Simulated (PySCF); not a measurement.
# Dipole moment and polarisability of `N#Cc1cccc(F)p1`

Compound: C₆H₃FNP.
Numbering: `[N:1]#[C:2][c:3]1[cH:4][cH:5][cH:6][c:7]([F:8])[p:9]1` (hydrogens: H10 on C4; H11 on C5; H12 on C6)

Cartesian coordinates in Å at the PBE0-D3(BJ)/def2-SVP level; atoms count from 1:
```xyz
12
C6H3FNP angstrom
N      3.4815   -1.4091   -0.7094
C      2.3995   -1.0496   -0.4950
C      1.0624   -0.6133   -0.2312
C      0.8356    0.7589   -0.0698
C     -0.4238    1.2906    0.1859
C     -1.5668    0.5029    0.3052
C     -1.5373   -0.8779    0.1778
F     -2.6965   -1.5217    0.3154
P     -0.1462   -1.8848   -0.1454
H      1.6899    1.4359   -0.1500
H     -0.5223    2.3723    0.2991
H     -2.5367    0.9666    0.5073
```

Level: CAM-B3LYP/def2-SVPD (PySCF), static field, nuclei fixed, core orbitals frozen in the response. The polarisability tensor in these axes (au):

```
x   128.88  -7.87 -12.85
y    -7.87 107.35   5.91
z   -12.85   5.91  58.81
```

Question: What are the eigenvalues, a third of the trace, and Δα (Δα² = ½Σ(αi − αj)² over the three pairs)?

Answer: Principal values 56.13, 104.83 and 134.07 au; mean 98.35 au = 14.57 Å³ = 16.22 × 10⁻⁴⁰ C²·m²/J; Δα = 68.19 au (69 % of the mean).

Question: What is the dipole moment, and where does it point?

Answer: (-3.17, 3.43, 0.84) D, 4.74 D in size, pointing from the negative to the positive side. Measured along this direction, the outermost atoms are N1 at the negative end and H12 at the positive end.

Question: Orientational against electronic polarisability at 273 K (dilute gas, rigid molecules)?

Answer: In Gaussian units μ²/3kT = 198.77 Å³ against 14.57 Å³, a ratio of 13.64; the Debye molar polarisation (4π/3)N_A(α + μ²/3kT) is 538.2 cm³/mol, leaving out the vibrational part.

Question: Refractivity n − 1 of an ideal gas of it at 273.15 K and 1 atm, from the electronic α?

Answer: N = p/kT = 2.6868 × 10¹⁹ cm⁻³, so n − 1 = 2π × N × 14.57 × 10⁻²⁴ cm³ = 2460 × 10⁻⁶ at long wavelengths.

Question: What depolarisation ratio follows for Rayleigh scattering of linearly polarised light, taking the static tensor?

Answer: ρ = 3Δα²/(45ᾱ² + 4Δα²) = 13950.5/(435234 + 18600.7) = 0.0307.

Question: Estimate the molar refractivity from the static electronic polarisability.

Answer: Lorentz–Lorenz: R = (4π/3)N_A α = 2.5225 cm³/(mol·Å³) × 14.57 Å³ = 36.8 cm³/mol, in the limit of long wavelengths.

Geometry: PBE0-D3(BJ)/def2-SVP; no solvent, vibrations or thermal averaging.

These values come from a run that also computed excited states and ΔSCF ions. Hardware: one thread, Arm Neoverse V1 (aarch64), on a shared host. Cost: 3.4 min wall, 0.99 GiB resident at most.
